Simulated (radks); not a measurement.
Problem. These are the eigenvalues of the occupied orbitals of an atom or ion with whole-number occupations (hartree). All-electron calculation, Dirac Kohn-Sham, PBEsol, spin-unpolarised, spherical densities, finite nucleus; Fermi nuclear charge, rms radius of each element as measured or else 0.836 A^(1/3) + 0.57 fm. Program: a radial shooting solver on a logarithmic mesh with Libxc functionals.

| orbital | eigenvalue |
|---|---|
| 1s1/2 | -887.4085 |
| 2s1/2 | -129.8042 |
| 2p1/2 | -120.4504 |
| 2p3/2 | -114.5966 |
| 3s1/2 | -23.65017 |
| 3p1/2 | -19.95649 |
| 3p3/2 | -18.93579 |
| 3d3/2 | -12.38665 |
| 3d5/2 | -12.18305 |
| 4s1/2 | -3.38343 |
| 4p1/2 | -2.23453 |
| 4p3/2 | -2.06711 |
| 4d3/2 | -0.35300 |
| 4d5/2 | -0.33452 |
| 5p1/2 | -0.06292 |

Which element is it, and in what charge state? The configuration may be excited. Open shells, if any, fill j = l - 1/2 first.

Solution. Z = 46, palladium, charge 0: Pd in [Ar] 3d10 4s1 4p6 4d10 5p1. The list shows which subshells hold electrons but not how many an open one holds; the 1s level, -887.41 hartree, gives Z - s = 42.1 by -(Z - s)^2/2, which with screening and relativity narrows Z to a few neighbours, and the depths of the outer levels then fix element, charge and occupations together.
